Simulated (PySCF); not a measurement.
# Spin-rotation constants: `CC([C@H](OCC)F)=O`, C$_{5}$H$_{9}$FO$_{2}$

Geometry:
```csv
atom,x (Å),y (Å),z (Å)
C1,-2.577,0.259,-0.168
C2,-1.522,-0.666,0.425
O3,-0.209,-0.103,0.391
C4,0.441,-0.179,-0.809
F5,0.856,-1.492,-1.037
C6,1.685,0.732,-0.733
C7,2.700,0.263,0.253
O8,1.758,1.723,-1.406
H9,-2.543,1.225,0.328
H10,-3.561,-0.179,-0.026
H11,-2.418,0.410,-1.234
H12,-1.519,-1.636,-0.086
H13,-1.716,-0.827,1.487
H14,-0.181,0.085,-1.679
H15,2.214,0.164,1.222
H16,3.051,-0.725,-0.040
H17,3.533,0.957,0.308
```

Method used: GIAO B97-2/pcSseg-1 magnetisability, rotational g tensor and spin-rotation constants, non-relativistic, gas phase (PySCF 2.14.0). Geometry: GFN2-xTB.

(1) Give the nuclear spin-rotation constants along the inertial axes (H = +C I·J) beside the isotropic shieldings.

(2) How do the rotational constants and the g tensor change when H9, H10, H11, H12, H13, H14, H15, H16, H17 are replaced by deuterium?

Answers

(1) Rotational constants 3.3502, 1.2430, 1.1108 GHz. A star marks the isotopologue with that one atom substituted, in its own axes.
| atom | isotope | Caa (kHz) | Cbb (kHz) | Ccc (kHz) | mean (kHz) | σ (ppm) |
| --- | --- | --- | --- | --- | --- | --- |
| F5 | 19F | 3.734 | 0.675 | 0.887 | 1.765 | 329.2 |
| H9 | 1H | -0.358 | -0.030 | -0.076 | -0.155 | 30.5 |
| H10 | 1H | 0.063 | -0.138 | -0.131 | -0.069 | 30.9 |
| H11 | 1H | -0.302 | -0.132 | 0.002 | -0.144 | 30.2 |
| H12 | 1H | -0.331 | -0.013 | -0.043 | -0.129 | 27.6 |
| H13 | 1H | -0.293 | -0.119 | 0.035 | -0.126 | 27.8 |
| H14 | 1H | -0.191 | -0.110 | 0.013 | -0.096 | 26.6 |
| H15 | 1H | -0.231 | -0.134 | -0.002 | -0.122 | 29.1 |
| H16 | 1H | -0.361 | 0.026 | -0.102 | -0.146 | 29.1 |
| H17 | 1H | 0.013 | -0.119 | -0.113 | -0.073 | 30.1 |
| C1 | 13C* | 0.450 | 0.150 | 0.171 | 0.257 | 171.5 |
| C2 | 13C* | 0.534 | 0.287 | 0.275 | 0.365 | 120.7 |
| O3 | 17O* | -0.617 | -0.117 | -0.145 | -0.293 | 230.5 |
| C4 | 13C* | 1.038 | 0.302 | 0.319 | 0.553 | 76.4 |
| C6 | 13C* | 1.697 | 0.505 | 0.392 | 0.865 | -16.4 |
| C7 | 13C* | 0.499 | 0.203 | 0.158 | 0.287 | 162.0 |
| O8 | 17O* | -2.021 | -0.963 | -0.389 | -1.124 | -309.3 |

For the geometry as given, no vibrational averaging.

(2) Constants 2.9686, 1.0643, 0.9684 GHz; g -0.0298, -0.0083, -0.0076, against -0.0336, -0.0092, -0.0089 before.
